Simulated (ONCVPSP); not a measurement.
# platinum (Pt): excitation energies, all-electron against ONCV

- Element: platinum (Pt)
- Generator: ONCVPSP 4.0.1
- Type: optimised norm-conserving Vanderbilt (ONCV)
- Functional: PBEsol
- Relativity: scalar-relativistic
- Frozen core: [Kr] 4d10 4f14
- Valence charge: 18
- Reference configuration: 5s2 5p6 5d8 6s2
- Partial waves: 5s+6s: rc 1.55 bohr, ncon 5, nbas 8, qcut 7.3 1/bohr, 2 projectors; 5p: rc 1.35 bohr, ncon 5, nbas 9, qcut 9.1 1/bohr, 2 projectors, debl 2.8 Ha; 5d: rc 1.35 bohr, ncon 4, nbas 9, qcut 6.9 1/bohr, 2 projectors, debl 3 Ha
- Local potential: polynomial inside 1.25 bohr (lpopt 3, dvloc0 4 Ha)
- Core correction: Teter function, fcfact 5.25, rcfact 1.55

Energies are relative to the spin-unpolarised reference configuration 5s2 5p6 5d8 6s2; without spin polarisation the order of configurations can differ from experiment.

```tsv
valence configuration	charge	ΔE all-electron (eV)	error AE − PS (meV)
5s2 5p6 5d9 6s1	0	-0.988	-10
5s2 5p6 5d9 6s0	+1	8.238	-24
5s2 5p6 5d8 6s0	+2	28.235	-19
5s2 5p6 5d10 6s0	0	-0.998	-29
```
